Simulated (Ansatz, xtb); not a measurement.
HKSSi: which of two structures lies lower

We compare I, a triplet given by its coordinates, with II, a triplet given by its coordinates. Both are isolated molecules in the gas phase, relaxed with B3LYP-D3(BJ)/def2-SVP.

I (Å):

```xyz
4

K     0.0765    2.0216    0.2132
S    -0.6152   -0.5068   -1.1774
Si    0.2252   -1.2458    0.5855
H    -0.7106   -1.5649    1.7384
```

Close contacts (Å): K1–S2 2.97, K1–Si3 3.29, S2–Si3 2.09, Si3–H4 1.52.

II (Å):

```xyz
4

K     0.2599   -1.6227   -0.1153
S     0.1380   -2.1341   -3.1655
Si   -2.0312   -1.8818   -2.3198
H     0.3480   -0.8872   -3.6599
```

Close contacts (Å): K1–S2 3.10, K1–Si3 3.19, S2–Si3 2.34, S2–H4 1.36.

Problem. Which of the two would you expect CCSD(T)/def2-TZVPP electronic energies to favour?

Solution. Structure I; the calculation gives E(II) − E(I) = +4.5 kcal/mol.

Level by level:

```tsv
level	geometry	E(II) − E(I) (kcal/mol)	departure from the last row (kcal/mol)	job, with rough time for the two
B3LYP-D3(BJ)/def2-SVP	B3LYP-D3(BJ)/def2-SVP	+4.9	+0.4	optimisation, 90 s
HF/def2-TZVPP	B3LYP-D3(BJ)/def2-SVP	+4.7	+0.2	part of the CCSD(T) run
MP2/def2-TZVPP	B3LYP-D3(BJ)/def2-SVP	+6.4	+1.9	part of the CCSD(T) run
CCSD(T)/def2-TZVPP	B3LYP-D3(BJ)/def2-SVP	+4.5		single point, 70 s
```

The levels shown agree on the order. The largest departure from CCSD(T)/def2-TZVPP is that of MP2/def2-TZVPP, 1.9 kcal/mol. At CCSD(T)/def2-TZVPP a singlet with the links of I lies below this triplet. Levels run at GFN2-xTB geometries aren't shown. The triplet state of II needn't be its ground state.

With harmonic frequencies from B3LYP-D3(BJ)/def2-SVP (ideal gas, rigid rotor, one conformer each, 1000 K, 1 atm): on the last row, ΔE + ΔZPE = +5.1, ΔH = +5.1, ΔG = +4.5 kcal/mol.

Open shells are spin-unrestricted. The correlated steps freeze 15 core orbitals; the last core shell of K is correlated, in a basis made for valence electrons. Programs: Ansatz 0.2.0; the last row on 1 thread of Intel(R) Xeon(R) 6975P-C (Granite Rapids) on a shared host.
